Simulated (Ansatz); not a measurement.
MnO₂⁺. Charge 1, multiplicity 3. Geometry PBE0-D4/def2-TZVP; atoms count from 1.

```xyz
3

Mn    0.255    0.961   -0.430
O     0.141   -0.290    0.801
O    -0.397   -0.671   -0.371
```

The structure holds one bond between oxygen atoms, so isomers without such links may lie far lower. The charge 1 triplet is spin-contaminated (final ⟨S²⟩ up to 3.04, 2.00 for a pure state). The geometry of the triplet was relaxed on an unsound state (⟨S²⟩ 3.10, where a pure state has 2.00). At PBE0-D4/def2-TZVP a quintet of charge 1 lies 1.44 eV below the triplet, each at its own geometry. That quintet is doubtful there (⟨S²⟩ 6.96, where a pure state has 6.00). The structure comes from a short search, and lower isomers may exist.

Question: Estimate the Mulliken populations from the PBE0/def2-TZVP orbitals of Ansatz.

Answer: 
| atom | charge (e) | spin (α − β) | d electrons |
| --- | --- | --- | --- |
| Mn1 | 1.15 | 3.07 | 5.56 |
| O2 | -0.08 | -0.54 | – |
| O3 | -0.08 | -0.54 | – |
Mulliken values and Mayer orders depend strongly on the basis.

Question: Where does the spin sit?

Answer: Summed by element: Mn 3.07, O -1.07, of 2 unpaired in all. Largest on single atoms: Mn1 3.07, O2 -0.54, O3 -0.54.

Question: And the Mayer bond orders between bonded heavy atoms (over 0.3)?

Answer: Mn1–O2 0.87 (1.76 Å); Mn1–O3 0.87 (1.76 Å); O2–O3 1.25 (1.35 Å).
